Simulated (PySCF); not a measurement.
## Indirect couplings

Geometry (Å), atoms numbered from 1 in this order:
```xyz
14

O     0.073   -1.458   -1.888
C    -0.124   -0.748   -0.936
C    -1.472   -0.362   -0.368
C    -1.214    0.695    0.702
C     0.283    0.723    0.951
O     0.839    1.319    1.834
C     0.919   -0.108   -0.100
C     2.222   -0.298   -0.334
F     3.188    0.246    0.375
H    -2.127   -0.018   -1.169
H    -1.924   -1.263    0.051
H    -1.741    0.503    1.637
H    -1.511    1.691    0.367
H     2.586   -0.922   -1.143
```

Method: B3LYP/pcJ-1 (spin–dipole term only in couplings to heteroatoms)//GFN2-xTB, PySCF 2.14.0 with density-fitted response routines; isolated molecule, single conformer, non-relativistic. Couplings are averaged over pairs made equivalent by symmetry, fast rotation or ring inversion, so a value needn't be that of the named pair in this geometry, while other rotamers aren't included; one pair stands for each set, and the list holds a selection of those of at least 0.8 Hz over up to four bonds, among pairs with at least one F or H atom (others weren't computed). One-bond C–F couplings come out tens of Hz too large with common functionals.

Isotopes: 13C, 19F, 1H, 17O. Couplings to quadrupolar nuclei such as 17O and 33S are rarely resolved in practice.

```tsv
pair	bonds	J (Hz)
C3, H10	1	137.7
C4, H12	1	137.9
C8, F9	1	-399.8
C8, H14	1	209.6
C2, H10	2	?
C3, H12	2	-2.5
C4, H10	2	-2.6
C5, H12	2	?
C7, F9	2	?
C7, H14	2	10.9
F9, H14	2	80.3
H10, H11	2	-21.9
H12, H13	2	-21.6
O1, H10	3	?
C2, H12	3	3.8
C5, F9	3	?
C5, H10	3	3.8
C5, H14	3	?
O6, H12	3	?
H10, H12	3	5.9
H10, H13	3	13.1
O1, F9	4	-26.5
C3, F9	4	?
C4, F9	4	-1.0
C4, H14	4	1.3
O6, F9	4	-23.1
```

Question: Estimate the withheld couplings, with signs.

Answer: 
- 2J(C2,H10) = -6.5 Hz (angle at C3 110°)
- 2J(C5,H12) = -6.6 Hz (angle at C4 110°)
- 2J(C7,F9) = -9.6 Hz (angle at C8 124°)
- 3J(O1,H10) = -1.4 Hz (dihedral angle 49°)
- 3J(C5,F9) = -2.9 Hz (dihedral angle 0°)
- 3J(C5,H14) = 7.0 Hz (dihedral angle 179°)
- 3J(O6,H12) = -1.4 Hz (dihedral angle 47°)
- 4J(C3,F9) = 3.9 Hz
